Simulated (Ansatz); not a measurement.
A geometry relaxed with Ansatz (a first-principles code) with r2SCAN-D4/def2-TZVP, charge 0, multiplicity 1:

```xyz
9

S      1.1672     1.0635     1.4366
S     -0.8332    -1.5237     1.2415
H     -1.7207    -1.9050     0.3052
S     -1.4489     1.1965    -1.0131
H      1.7625    -1.6515    -0.9215
S      1.1148    -0.7363    -1.6650
H      1.8204     1.7676     0.4946
H     -1.8621     1.7890     0.1218
Si     0.0000     0.0000     0.0000
```

Task: Write the SMILES of this molecule.

Result: `S[Si](S)(S)S`
